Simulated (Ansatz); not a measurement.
Geometry optimisation, Ansatz, RKS PBE0-D4/def2-SVP.

Input:

```yaml
crystal:
  periodic: [false, false, false]
  atoms:
    - { symbol: B, position_ang: [-0.010111, -0.337794, -0.305753] }
    - { symbol: F, position_ang: [-0.215383, -0.80387, 0.923471] }
    - { symbol: "N", position_ang: [1.267468, -0.279446, -0.852709] }
    - { symbol: H, position_ang: [2.09878, -0.507626, -0.32157] }
    - { symbol: H, position_ang: [1.426761, 0.080289, -1.782972] }
    - { symbol: Cl, position_ang: [-1.436405, 0.035554, -1.29206] }
    - { symbol: "N", position_ang: [-0.219004, 1.983013, 1.153618] }
    - { symbol: H, position_ang: [-1.056075, 2.436274, 0.802751] }
    - { symbol: Si, position_ang: [1.183376, 2.906692, 1.582878] }
    - { symbol: H, position_ang: [2.30794, 1.952566, 1.824877] }
    - { symbol: H, position_ang: [1.513113, 3.814433, 0.442968] }
    - { symbol: H, position_ang: [1.058164, 3.767058, 2.807422] }
    - { symbol: H, position_ang: [-0.462722, 1.152557, 1.719178] }
basis:
  gaussian: { orbitals: def2-SVP }
hamiltonian:
  xc: pbe0
  dispersion: d4
relax:
  f_tol: 0.03
  max_steps: 50
output:
  orbitals: {}
```

Command:

```bash
$ ansatz run input.yaml --threads 4 --pin off --max-ram 5120MiB --backend cpu --events-out ev --progress --plain --runs-dir out
```

Q: Where does it end, and by what steps?

A: It converged. After 15 steps the energy has fallen by 0.065 eV; H11 moved furthest, 0.79 Å.

```json
{"step": "0", "energy less start (eV)": "0.0000", "largest force component (eV/Å)": "0.760", "accepted": "yes"}
{"step": "1", "energy less start (eV)": "-0.0207", "largest force component (eV/Å)": "0.270", "accepted": "yes"}
{"step": "2", "energy less start (eV)": "-0.0269", "largest force component (eV/Å)": "0.215", "accepted": "yes"}
{"step": "3", "energy less start (eV)": "-0.0326", "largest force component (eV/Å)": "0.180", "accepted": "yes"}
{"step": "4", "energy less start (eV)": "-0.0441", "largest force component (eV/Å)": "0.216", "accepted": "yes"}
{"step": "5", "energy less start (eV)": "-0.0498", "largest force component (eV/Å)": "0.279", "accepted": "yes"}
{"step": "6", "energy less start (eV)": "-0.0554", "largest force component (eV/Å)": "0.263", "accepted": "yes"}
{"step": "7", "energy less start (eV)": "-0.0587", "largest force component (eV/Å)": "0.175", "accepted": "yes"}
{"step": "8", "energy less start (eV)": "-0.0612", "largest force component (eV/Å)": "0.132", "accepted": "yes"}
{"step": "9", "energy less start (eV)": "-0.0623", "largest force component (eV/Å)": "0.048", "accepted": "yes"}
{"step": "10", "energy less start (eV)": "-0.0629", "largest force component (eV/Å)": "0.060", "accepted": "yes"}
{"step": "11", "energy less start (eV)": "-0.0633", "largest force component (eV/Å)": "0.075", "accepted": "yes"}
{"step": "12", "energy less start (eV)": "-0.0636", "largest force component (eV/Å)": "0.064", "accepted": "yes"}
{"step": "13", "energy less start (eV)": "-0.0640", "largest force component (eV/Å)": "0.071", "accepted": "yes"}
{"step": "14", "energy less start (eV)": "-0.0643", "largest force component (eV/Å)": "0.041", "accepted": "yes"}
{"step": "15", "energy less start (eV)": "-0.0646", "largest force component (eV/Å)": "0.025", "accepted": "yes"}
```

```xyz
13
Properties=species:S:1:pos:R:3
B 0.004 -0.161 -0.310
F -0.339 -0.990 0.677
N 1.340 -0.010 -0.686
H 2.095 -0.399 -0.137
H 1.627 0.555 -1.471
Cl -1.294 0.467 -1.368
N -0.302 1.764 1.370
H -1.135 2.160 0.946
Si 1.166 2.698 1.379
H 2.272 1.807 1.842
H 1.418 3.176 -0.012
H 1.154 3.902 2.275
H -0.551 1.229 2.197
```

Whether the end is a true minimum wasn't checked by a vibrational analysis.

Run time: 42 s on 4 threads of Arm Neoverse V1, on a shared host, peak memory 0.3 GiB.
